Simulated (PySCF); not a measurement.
Tc: excitation energy

Tc [Kr] 4d5 5s2 (6S) → Tc [Kr] 4d5 5s1 5p1 (8P), as a difference of total energies. Calculation: PySCF 2.14, in x2c-QZVPPall; the spin-free X2C one-electron Hamiltonian (Gaussian nucleus). Correlated levels: valence: [Kr] frozen; valence and next inner shell: [Ar] 3d10 frozen. The calculations carry no spin-orbit coupling.

```csv
method,excitation energy (eV),error (eV)
UHF,0.787,-1.325
LDA,2.290,+0.178
PBE,1.999,-0.113
PBE0,1.813,-0.299
r2SCAN,1.621,-0.491
MP2 (valence),1.814,-0.298
SCS-MP2 (valence),2.206,+0.094
MP2 (valence and next inner shell),1.963,-0.149
SCS-MP2 (valence and next inner shell),2.243,+0.131
```

Reference: 2.112 eV (measured; NIST levels, between the centres of gravity of the two terms).

Errors of the correlated levels include the incompleteness of this basis and the frozen core.

The basis was made for the ground configuration and has no added diffuse functions, so the excitation energy can come out too high.
